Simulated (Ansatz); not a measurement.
Steps of a relaxation of FH3HfS3, SMILES `[F][Hf]([SH])([SH])[SH]` with RKS PBE0-D4/def2-TZVP.

```sh
$ ansatz run in.yaml --threads 4 --pin off --events-out ev --progress --plain --max-ram 10444MiB
```

```yaml
crystal:
  periodic: [false, false, false]
  atoms:
    - {symbol: F, position_ang: [-1.443530, -0.090880, -0.529430]}
    - {symbol: Hf, position_ang: [0.292760, -0.450380, 0.161190]}
    - {symbol: S, position_ang: [1.333340, 1.610470, -0.744120]}
    - {symbol: S, position_ang: [-0.371730, 0.119330, 2.501790]}
    - {symbol: S, position_ang: [0.729610, -2.354760, -1.366830]}
    - {symbol: H, position_ang: [0.880600, 2.361490, 0.261110]}
    - {symbol: H, position_ang: [-1.586260, 0.378860, 2.014030]}
    - {symbol: H, position_ang: [0.165220, -1.574130, -2.297730]}
basis:
  gaussian: {orbitals: def2-TZVP}
hamiltonian: {xc: pbe0, dispersion: d4}
relax: {f_tol: 0.005, max_steps: 150}
```

Positions (Å) and forces (eV/Å) along the path, 15 of 15 steps:

```xyz
8
step=1 energy=-36572.7366 eV
F    -1.444   -0.091   -0.529    0.674   -0.243    0.331
Hf    0.293   -0.450    0.161   -1.526    1.436   -0.923
S     1.333    1.610   -0.744    0.224   -0.891    0.006
S    -0.372    0.119    2.502    0.757   -0.543   -0.132
S     0.730   -2.355   -1.367    0.441   -0.071    0.713
H     0.881    2.361    0.261   -0.152    0.118    0.276
H    -1.586    0.379    2.014   -0.270    0.034   -0.143
H     0.165   -1.574   -2.298   -0.148    0.159   -0.127
8
step=2 energy=-36573.0928 eV
F    -1.558   -0.066   -0.570   -0.332    0.192   -0.178
Hf    0.175   -0.321    0.077   -0.387   -0.426   -0.034
S     1.400    1.575   -0.729    0.363    0.193   -0.191
S    -0.314    0.028    2.470    0.308   -0.238   -0.173
S     0.791   -2.305   -1.274    0.138    0.341    0.440
H     0.874    2.329    0.253   -0.037    0.058    0.070
H    -1.541    0.360    2.023   -0.049   -0.025    0.057
H     0.174   -1.600   -2.249   -0.005   -0.094    0.009
8
step=3 energy=-36573.2711 eV
F    -1.667    0.062   -0.668   -0.448    0.122   -0.223
Hf    0.052   -0.243   -0.004    0.191   -0.304    0.176
S     1.427    1.594   -0.750    0.142    0.146    0.036
S    -0.261   -0.071    2.427   -0.218   -0.008   -0.295
S     0.871   -2.251   -1.163   -0.326    0.483   -0.191
H     0.930    2.348    0.255    0.024   -0.003   -0.067
H    -1.544    0.295    2.143    0.354   -0.146    0.121
H     0.191   -1.732   -2.240    0.279   -0.289    0.443
8
step=4 energy=-36573.3469 eV
F    -1.737    0.181   -0.773   -0.154    0.038   -0.060
Hf   -0.025   -0.155   -0.064    0.229   -0.028    0.162
S     1.489    1.634   -0.731   -0.051    0.042    0.151
S    -0.211   -0.162    2.375   -0.445    0.098   -0.287
S     0.869   -2.203   -1.039   -0.440    0.329   -0.560
H     0.987    2.469    0.211    0.036   -0.118   -0.139
H    -1.541    0.115    2.206    0.445   -0.139    0.107
H     0.169   -1.879   -2.186    0.379   -0.221    0.626
8
step=5 energy=-36573.3909 eV
F    -1.731    0.286   -0.813    0.030    0.009    0.023
Hf   -0.026   -0.088   -0.081   -0.106    0.011   -0.032
S     1.571    1.636   -0.693    0.050    0.049    0.033
S    -0.201   -0.170    2.339   -0.094    0.047    0.035
S     0.827   -2.170   -0.983   -0.005   -0.015   -0.064
H     0.961    2.532    0.112    0.005   -0.036   -0.047
H    -1.547   -0.081    2.246    0.096   -0.051    0.010
H     0.147   -1.946   -2.128    0.025   -0.015    0.041
8
step=6 energy=-36573.4033 eV
F    -1.717    0.373   -0.850   -0.066    0.002   -0.032
Hf   -0.037   -0.059   -0.099    0.144    0.108    0.100
S     1.646    1.617   -0.609   -0.059   -0.029   -0.002
S    -0.192   -0.048    2.329   -0.084   -0.043   -0.053
S     0.807   -2.164   -0.968   -0.008   -0.020    0.040
H     0.907    2.545    0.037    0.027   -0.007   -0.037
H    -1.522   -0.278    2.266    0.054   -0.021    0.015
H     0.108   -1.985   -2.106   -0.008    0.009   -0.030
8
step=7 energy=-36573.4128 eV
F    -1.734    0.404   -0.846    0.045    0.002    0.023
Hf   -0.058   -0.018   -0.065   -0.049    0.006   -0.025
S     1.663    1.579   -0.677    0.034   -0.009    0.034
S    -0.239   -0.043    2.355   -0.001   -0.013    0.015
S     0.711   -2.170   -0.871   -0.009    0.017    0.010
H     0.975    2.582   -0.094   -0.033    0.027   -0.023
H    -1.514   -0.478    2.274    0.015    0.006    0.002
H     0.196   -1.856   -2.078   -0.003   -0.036   -0.035
8
step=8 energy=-36573.4188 eV
F    -1.681    0.474   -0.822    0.001    0.020    0.009
Hf   -0.028   -0.011   -0.039   -0.029   -0.017   -0.024
S     1.716    1.599   -0.549   -0.002    0.023   -0.014
S    -0.235   -0.131    2.377    0.006    0.026    0.006
S     0.710   -2.164   -0.885   -0.004   -0.011    0.026
H     0.895    2.634   -0.269    0.013   -0.033    0.003
H    -1.532   -0.485    2.277    0.001   -0.030   -0.006
H     0.155   -1.916   -2.089    0.013    0.023    0.000
8
step=9 energy=-36573.4218 eV
F    -1.718    0.525   -0.844    0.090   -0.022    0.047
Hf   -0.071    0.011   -0.054   -0.048    0.016   -0.019
S     1.715    1.578   -0.554   -0.013   -0.002   -0.009
S    -0.237   -0.102    2.366    0.042    0.033   -0.009
S     0.663   -2.164   -0.844    0.005   -0.010    0.053
H     0.921    2.636   -0.284   -0.007   -0.016   -0.004
H    -1.499   -0.568    2.307   -0.050   -0.031   -0.017
H     0.226   -1.916   -2.093   -0.019    0.032   -0.042
8
step=10 energy=-36573.4183 eV rejected
F    -1.697    0.562   -0.822    0.051   -0.010    0.019
Hf   -0.063    0.018   -0.028   -0.010    0.023   -0.012
S     1.737    1.565   -0.543   -0.298    0.329    0.052
S    -0.255   -0.085    2.389   -0.183   -0.095   -0.043
S     0.610   -2.178   -0.814   -0.058    0.065   -0.204
H     0.896    2.630   -0.375    0.270   -0.348   -0.054
H    -1.484   -0.651    2.279    0.175    0.085    0.023
H     0.256   -1.861   -2.086    0.052   -0.048    0.220
8
step=11 energy=-36573.4244 eV
F    -1.695    0.539   -0.830    0.013   -0.002    0.005
Hf   -0.057    0.012   -0.038    0.000    0.001    0.002
S     1.724    1.578   -0.556   -0.009   -0.003    0.002
S    -0.250   -0.094    2.379   -0.003    0.001   -0.006
S     0.641   -2.172   -0.832   -0.005    0.004    0.001
H     0.903    2.624   -0.326    0.001   -0.002   -0.005
H    -1.495   -0.606    2.285    0.003   -0.003   -0.003
H     0.228   -1.880   -2.082    0.001    0.004    0.003
8
step=12 energy=-36573.4246 eV
F    -1.690    0.548   -0.827   -0.001    0.001    0.000
Hf   -0.056    0.015   -0.032    0.001    0.000    0.001
S     1.727    1.577   -0.550    0.002    0.001    0.000
S    -0.254   -0.096    2.383   -0.001    0.000    0.002
S     0.632   -2.173   -0.826   -0.001   -0.002   -0.001
H     0.900    2.624   -0.351   -0.001    0.000   -0.002
H    -1.491   -0.625    2.282    0.001   -0.002   -0.001
H     0.233   -1.870   -2.078    0.001    0.001    0.001
8
step=13 energy=-36573.4247 eV
F    -1.686    0.560   -0.825   -0.001    0.001   -0.003
Hf   -0.056    0.019   -0.028    0.000   -0.004    0.002
S     1.733    1.576   -0.543   -0.016    0.018    0.003
S    -0.259   -0.099    2.387   -0.007   -0.003    0.003
S     0.623   -2.172   -0.819   -0.003    0.001   -0.006
H     0.896    2.623   -0.379    0.015   -0.015   -0.003
H    -1.489   -0.645    2.281    0.009    0.004   -0.001
H     0.238   -1.862   -2.075    0.002   -0.002    0.005
8
step=14 energy=-36573.4247 eV rejected
F    -1.685    0.561   -0.826   -0.001   -0.002    0.004
Hf   -0.057    0.018   -0.026    0.003    0.008   -0.004
S     1.731    1.576   -0.542    0.000    0.002    0.000
S    -0.258   -0.099    2.389   -0.006   -0.003   -0.005
S     0.620   -2.173   -0.819    0.001    0.001   -0.002
H     0.897    2.625   -0.379    0.001   -0.006    0.000
H    -1.487   -0.646    2.279    0.001    0.001    0.004
H     0.239   -1.862   -2.075    0.000   -0.001    0.003
8
step=15 energy=-36573.4247 eV
F    -1.686    0.560   -0.825    0.001    0.000    0.000
Hf   -0.056    0.019   -0.027    0.000    0.000    0.000
S     1.732    1.576   -0.543    0.000    0.000    0.000
S    -0.259   -0.099    2.388    0.000    0.000    0.000
S     0.622   -2.172   -0.819    0.000    0.000    0.000
H     0.897    2.623   -0.378    0.000    0.000    0.000
H    -1.488   -0.645    2.281    0.000    0.000    0.000
H     0.238   -1.862   -2.075    0.000    0.000    0.000
```

It took 52 s on 4 threads of an Arm Neoverse V2 on a shared host, with 0.65 GiB of host memory at the peak.
